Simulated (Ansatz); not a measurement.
Nudged elastic band run: C₂H₁₁AlOSi₂

Input:

```yaml
crystal:
  periodic: [false, false, false]
  atoms:
    - { symbol: C, position_ang: [0.475898, -1.453066, 1.330593] }
    - { symbol: Si, position_ang: [0.802371, -0.255221, -0.089611] }
    - { symbol: C, position_ang: [1.611064, -1.266333, -1.47469] }
    - { symbol: O, position_ang: [2.00848, 0.79834, 0.586593] }
    - { symbol: Al, position_ang: [-1.145279, 0.796834, -0.799477] }
    - { symbol: Si, position_ang: [-2.520233, 2.003325, 0.595928] }
    - { symbol: H, position_ang: [1.407191, -1.921292, 1.669168] }
    - { symbol: H, position_ang: [-0.205794, -2.258184, 1.032064] }
    - { symbol: H, position_ang: [0.030329, -0.947266, 2.194955] }
    - { symbol: H, position_ang: [1.87052, -0.650529, -2.344123] }
    - { symbol: H, position_ang: [0.937782, -2.056325, -1.828121] }
    - { symbol: H, position_ang: [2.531165, -1.751469, -1.128343] }
    - { symbol: H, position_ang: [2.320205, 1.33756, -0.225326] }
    - { symbol: H, position_ang: [-1.525762, 0.704496, -2.256765] }
    - { symbol: H, position_ang: [-2.654728, 3.384071, 0.17407] }
    - { symbol: H, position_ang: [-3.871208, 1.477105, 0.625191] }
    - { symbol: H, position_ang: [-2.0911, 2.057353, 1.978193] }
basis:
  gaussian: { orbitals: STO-3G }
hamiltonian:
  xc: r2scan
neb:
  order_check: false
  images: 5
  f_tol: 0.03
  max_iterations: 23
  final_atoms:
    - { symbol: C, position_ang: [0.26852052, -1.72769941, 1.2825003] }
    - { symbol: Si, position_ang: [0.72361117, -0.0745091, 0.51572681] }
    - { symbol: C, position_ang: [1.33842169, -0.40893253, -1.24265568] }
    - { symbol: O, position_ang: [2.03700653, 0.47530679, 1.49227204] }
    - { symbol: Al, position_ang: [-2.4701505, 1.0176696, -1.32518001] }
    - { symbol: Si, position_ang: [-1.05223626, 1.34590079, 0.44311451] }
    - { symbol: H, position_ang: [1.12949278, -2.40493328, 1.29421088] }
    - { symbol: H, position_ang: [-0.5327434, -2.22259862, 0.72306219] }
    - { symbol: H, position_ang: [-0.07359794, -1.60861253, 2.31572817] }
    - { symbol: H, position_ang: [1.59738049, 0.5137772, -1.77591324] }
    - { symbol: H, position_ang: [0.57036541, -0.92353835, -1.83254068] }
    - { symbol: H, position_ang: [2.22726359, -1.05004218, -1.23845559] }
    - { symbol: H, position_ang: [2.28146536, 1.37208194, 1.06736386] }
    - { symbol: H, position_ang: [-3.47640504, -0.09953826, -1.3056465] }
    - { symbol: H, position_ang: [-2.37172534, 1.88101627, -2.55361367] }
    - { symbol: H, position_ang: [-1.72709517, 1.22755601, 1.72415448] }
    - { symbol: H, position_ang: [-0.4886729, 2.68649465, 0.45617113] }
  initial_path:
    images:
      - { positions_ang: [[0.475898, -1.453066, 1.330593], [0.802371, -0.255221, -0.089611], [1.611064, -1.266333, -1.47469], [2.00848, 0.79834, 0.586593], [-1.145279, 0.796834, -0.799477], [-2.520233, 2.003325, 0.595928], [1.407191, -1.921292, 1.669168], [-0.205794, -2.258184, 1.032064], [0.030329, -0.947266, 2.194955], [1.87052, -0.650529, -2.344123], [0.937782, -2.056325, -1.828121], [2.531165, -1.751469, -1.128343], [2.320205, 1.33756, -0.225326], [-1.525762, 0.704496, -2.256765], [-2.654728, 3.384071, 0.17407], [-3.871208, 1.477105, 0.625191], [-2.0911, 2.057353, 1.978193]] }
      - { positions_ang: [[0.45250791, -1.47616606, 1.33042579], [0.79304187, -0.25455881, -0.06694423], [1.586484, -1.22434925, -1.47315024], [1.98508152, 0.8440392, 0.59013975], [-1.16390481, 0.79705001, -0.78696642], [-2.51584164, 2.00852447, 0.66763499], [1.37506539, -1.93883778, 1.67059931], [-0.23911863, -2.24549303, 0.99221349], [-0.01845523, -0.94171246, 2.2007562], [1.85244369, -0.57108081, -2.30698461], [0.91091659, -2.00554079, -1.8290944], [2.52743072, -1.71187287, -1.1181125], [2.20703069, 1.41414194, -0.2067352], [-1.5795065, 0.70447065, -2.25486862], [-2.3196546, 3.10948554, -0.11735749], [-3.86160333, 1.46516158, 0.71931944], [-2.01101665, 2.02613747, 2.02942372]] }
      - { positions_ang: [[0.42911781, -1.49926613, 1.33025859], [0.78371274, -0.25389661, -0.04427745], [1.56190401, -1.18236549, -1.47161048], [1.96168303, 0.8897384, 0.59368651], [-1.18253061, 0.79726601, -0.77445584], [-2.51145028, 2.01372394, 0.73934198], [1.34293979, -1.95638356, 1.67203062], [-0.27244326, -2.23280206, 0.95236298], [-0.06723946, -0.93615892, 2.20655741], [1.83436738, -0.49163263, -2.26984621], [0.88405118, -1.95475658, -1.8300678], [2.52369645, -1.67227674, -1.107882], [2.09385637, 1.49072388, -0.1881444], [-1.63325101, 0.7044453, -2.25297224], [-1.98458119, 2.83490008, -0.40878498], [-3.85199865, 1.45321815, 0.81344787], [-1.93093329, 1.99492195, 2.08065445]] }
      - { positions_ang: [[0.40572772, -1.52236619, 1.33009138], [0.77438362, -0.25323442, -0.02161068], [1.53732401, -1.14038174, -1.47007073], [1.93828455, 0.9354376, 0.59723326], [-1.20115642, 0.79748202, -0.76194526], [-2.50705892, 2.0189234, 0.81104898], [1.31081418, -1.97392934, 1.67346193], [-0.30576789, -2.22011109, 0.91251248], [-0.11602369, -0.93060538, 2.21235861], [1.81629107, -0.41218444, -2.23270782], [0.85718576, -1.90397237, -1.83104119], [2.51996217, -1.63268061, -1.0976515], [1.98068206, 1.56730582, -0.16955361], [-1.68699551, 0.70441995, -2.25107585], [-1.64950779, 2.56031462, -0.70021248], [-3.84239398, 1.44127473, 0.90757631], [-1.85084994, 1.96370642, 2.13188517]] }
      - { positions_ang: [[0.35999199, -1.59081059, 1.31422769], [0.75745947, -0.19365932, 0.15750182], [1.47102324, -0.89656533, -1.39426571], [1.97119187, 0.78206066, 0.89557952], [-1.62415445, 0.87087788, -0.94969018], [-2.02211804, 1.79458253, 0.68840415], [1.25037371, -2.11759732, 1.54704492], [-0.3814264, -2.22094027, 0.84936238], [-0.10188177, -1.15660776, 2.24681513], [1.74332088, -0.10353056, -2.08044296], [0.76157898, -1.57716103, -1.83154102], [2.42239598, -1.4384678, -1.1445862], [2.08094316, 1.5022312, 0.24275222], [-2.28346535, 0.43643388, -1.93593274], [-1.89024698, 2.33388184, -1.31801287], [-3.13729437, 1.37003515, 1.17976903], [-1.39679092, 2.20463583, 1.57331383]] }
      - { positions_ang: [[0.31425626, -1.659255, 1.29836399], [0.74053532, -0.13408421, 0.33661431], [1.40472247, -0.65274893, -1.31846069], [2.0040992, 0.62868373, 1.19392578], [-2.04715247, 0.94427374, -1.13743509], [-1.53717715, 1.57024166, 0.56575933], [1.18993325, -2.2612653, 1.4206279], [-0.4570849, -2.22176944, 0.78621228], [-0.08773985, -1.38261015, 2.28127165], [1.67035068, 0.20512332, -1.9281781], [0.66597219, -1.25034969, -1.83204085], [2.32482978, -1.24425499, -1.19152089], [2.18120426, 1.43715657, 0.65505804], [-2.8799352, 0.16844781, -1.62078962], [-2.13098616, 2.10744905, -1.93581327], [-2.43219477, 1.29879558, 1.45196176], [-0.94273191, 2.44556524, 1.01474248]] }
      - { positions_ang: [[0.26852052, -1.72769941, 1.2825003], [0.72361117, -0.0745091, 0.51572681], [1.33842169, -0.40893253, -1.24265568], [2.03700653, 0.47530679, 1.49227204], [-2.4701505, 1.0176696, -1.32518001], [-1.05223626, 1.34590079, 0.44311451], [1.12949278, -2.40493328, 1.29421088], [-0.5327434, -2.22259862, 0.72306219], [-0.07359794, -1.60861253, 2.31572817], [1.59738049, 0.5137772, -1.77591324], [0.57036541, -0.92353835, -1.83254068], [2.22726359, -1.05004218, -1.23845559], [2.28146536, 1.37208194, 1.06736386], [-3.47640504, -0.09953826, -1.3056465], [-2.37172534, 1.88101627, -2.55361367], [-1.72709517, 1.22755601, 1.72415448], [-0.4886729, 2.68649465, 0.45617113]] }
```

Run as:

```bash
$ ansatz run input.yaml --threads 1 --pin off --max-ram 2048MiB --backend cpu --events-out ev --progress --plain --runs-dir out
```

Output, in part (warnings, iteration lines):

```
NEB end point (image 0): max|allowed force component| = 1.723e-2 eV/Å (the criterion of neb.relax_end_points is 1.000e-2)
WARN: NEB end point (image 6): max|allowed force component| = 5.880e-2 eV/Å (the criterion of neb.relax_end_points is 1.000e-2). That is over neb.f_tol: it is no minimum, so the barrier can be far off. Relax it first
NEB iter   1: max|band force component| = 1.048e1 eV/Å  barrier→ = 9.6116 eV  barrier← = 9.7445 eV  Δτ_max = 0.2000 Å  (188 SCF iters)
NEB iter   2: max|band force component| = 5.258e0 eV/Å  barrier→ = 5.0061 eV  barrier← = 5.1390 eV  Δτ_max = 0.2000 Å  (133 SCF iters)
NEB iter   3: max|band force component| = 1.989e0 eV/Å  barrier→ = 3.5804 eV  barrier← = 3.7133 eV  Δτ_max = 0.2000 Å  (125 SCF iters)
NEB iter   4: max|band force component| = 2.089e0 eV/Å  barrier→ = 3.2158 eV  barrier← = 3.3487 eV  Δτ_max = 0.2000 Å  (125 SCF iters)
NEB iter   5: max|band force component| = 1.999e0 eV/Å  barrier→ = 3.2797 eV  barrier← = 3.4125 eV  Δτ_max = 0.1974 Å  (127 SCF iters)
NEB iter   6: max|band force component| = 1.712e0 eV/Å  barrier→ = 2.9185 eV  barrier← = 3.0514 eV  Δτ_max = 0.2000 Å  (121 SCF iters)
NEB iter   7: max|band force component| = 2.983e0 eV/Å  barrier→ = 3.1076 eV  barrier← = 3.2405 eV  Δτ_max = 0.1007 Å  (130 SCF iters)
NEB iter   8: max|band force component| = 1.171e0 eV/Å  barrier→ = 2.8767 eV  barrier← = 3.0095 eV  Δτ_max = 0.1939 Å  (124 SCF iters)
NEB iter   9: max|band force component| = 8.250e-1 eV/Å  barrier→ = 2.5684 eV  barrier← = 2.7013 eV  Δτ_max = 0.1976 Å  (123 SCF iters)
NEB iter  10: max|band force component| = 7.547e-1 eV/Å  barrier→ = 2.2255 eV  barrier← = 2.3584 eV  Δτ_max = 0.1970 Å  (124 SCF iters)
NEB iter  11: max|band force component| = 7.407e-1 eV/Å  barrier→ = 2.0417 eV  barrier← = 2.1745 eV  Δτ_max = 0.1989 Å  (123 SCF iters)
NEB iter  12: max|band force component| = 6.100e-1 eV/Å  barrier→ = 1.9518 eV  barrier← = 2.0847 eV  Δτ_max = 0.1328 Å  (120 SCF iters)
NEB iter  13: max|band force component| = 4.605e-1 eV/Å  barrier→ = 1.9089 eV  barrier← = 2.0417 eV  CI = image 3  Δτ_max = 0.1986 Å  (122 SCF iters)
NEB iter  14: max|band force component| = 2.815e-1 eV/Å  barrier→ = 1.9501 eV  barrier← = 2.0830 eV  CI = image 3  Δτ_max = 0.1981 Å  (122 SCF iters)
NEB iter  15: max|band force component| = 4.582e-1 eV/Å  barrier→ = 2.0040 eV  barrier← = 2.1368 eV  CI = image 3  Δτ_max = 0.1980 Å  (123 SCF iters)
NEB iter  16: max|band force component| = 5.484e-1 eV/Å  barrier→ = 2.0446 eV  barrier← = 2.1774 eV  CI = image 3  Δτ_max = 0.1984 Å  (121 SCF iters)
NEB iter  17: max|band force component| = 6.763e-1 eV/Å  barrier→ = 2.0807 eV  barrier← = 2.2136 eV  CI = image 3  Δτ_max = 0.2000 Å  (124 SCF iters)
NEB iter  18: max|band force component| = 1.181e0 eV/Å  barrier→ = 2.0893 eV  barrier← = 2.2222 eV  CI = image 3  Δτ_max = 0.1005 Å  (127 SCF iters)
NEB iter  19: max|band force component| = 4.110e-1 eV/Å  barrier→ = 2.0717 eV  barrier← = 2.2046 eV  CI = image 3  Δτ_max = 0.0404 Å  (125 SCF iters)
NEB iter  20: max|band force component| = 3.070e-1 eV/Å  barrier→ = 2.0656 eV  barrier← = 2.1985 eV  CI = image 3  Δτ_max = 0.1583 Å  (124 SCF iters)
NEB iter  21: max|band force component| = 2.853e-1 eV/Å  barrier→ = 2.0610 eV  barrier← = 2.1939 eV  CI = image 3  Δτ_max = 0.0724 Å  (123 SCF iters)
NEB iter  22: max|band force component| = 1.289e-1 eV/Å  barrier→ = 2.0596 eV  barrier← = 2.1924 eV  CI = image 3  Δτ_max = 0.0285 Å  (118 SCF iters)
NEB iter  23: max|band force component| = 6.281e-2 eV/Å  barrier→ = 2.0585 eV  barrier← = 2.1914 eV  CI = image 3  Δτ_max = 0.1714 Å  (123 SCF iters)
Error: NEB band did not converge after 23 iterations: max|band force component| = 6.28e-2 eV/Å (threshold 3.0e-2); raise `neb.max_iterations` in a new run, which can start from the last band evaluated (`neb.initial_path`, with `crystal.atoms` and `neb.final_atoms` set to its first and last images), …
```

It did not converge within its limit. The band didn't meet its force threshold, so its energies are provisional: the largest band force was still 0.06 eV/Å, and over the last iterations the top stayed at 2.06 eV. Neighbouring images lie up to 2.4 Å apart, so the band is torn or far too coarse. The end points aren't both relaxed to the band's threshold either. The orbitals stay closed-shell, which can raise the energy where a bond breaks towards radicals; this wasn't checked here. Limits of this set-up: minimal basis.

Final band (atoms are numbered from 1 in the order of the input):

| image | path coordinate (Å) | energy (kcal/mol) | Si2–Al5 (Å) | Si6–H15 (Å) | Si2–Si6 (Å) |
| --- | --- | --- | --- | --- | --- |
| 0 | 0.00 | 0.0 | 2.32 | 1.45 | 4.08 |
| 1 | 1.42 | 0.0 | 2.32 | 1.45 | 4.08 |
| 2 | 2.85 | 13.4 | 2.29 | 1.50 | 3.84 |
| 3 | 4.27 | 47.5 | 2.33 | 2.61 | 3.78 |
| 4 | 6.68 | 35.8 | 2.50 | 3.12 | 2.89 |
| 5 | 9.08 | -2.2 | 3.68 | 3.30 | 2.28 |
| 6 | 11.49 | -3.1 | 3.84 | 3.32 | 2.28 |

Run time: 24 min on 1 thread of Arm Neoverse N1, with other jobs on the host, peak memory 0.16 GiB.
